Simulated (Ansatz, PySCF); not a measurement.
C5H12Si, SMILES C(=C/CCC)/[SiH3].

Geometry: PBE-D3(BJ)/def2-SVP. The structure was generated by enumeration; whether it is a known compound was not checked. The values are those of a single conformer.

Vertical ionisation energy (IE) and electron affinity (EA) in eV. Rows of orbital energies are one-electron estimates. Where ΔSCF, EOM or ADC give a negative EA the extra electron is unbound and the value depends on the basis.

| level | IE | EA |
|---|---|---|
| −ε(HOMO), −ε(LUMO), PBE0/def2-TZVP (PySCF) | [?] | [?] |
| −ε(HOMO), −ε(LUMO), PBE/def2-TZVP (PySCF) | 6.34 | 1.53 |
| ΔSCF, PBE0/def2-SVPD (Ansatz), final states of multiplicity 2 and 2 | 9.31 | -1.01 |
| ΔSCF, PBE/def2-SVPD (Ansatz), final states of multiplicity 2 and 2 | 9.15 | -0.84 |

What belongs in the gaps? (An estimate is asked for; the answer gives what the named calculation found.)


- −ε(HOMO), −ε(LUMO), PBE0/def2-TZVP (PySCF), IE: 7.43
- −ε(HOMO), −ε(LUMO), PBE0/def2-TZVP (PySCF), EA: 0.57

What vertical singlet–triplet gap does ΔSCF give with PBE0/def2-SVPD (Ansatz, a first-principles code) and with PBE/def2-SVPD (Ansatz)? (The exact figures need the calculation; the answer reports its results.)

3.84 and 3.96 eV (triplet above singlet where positive).
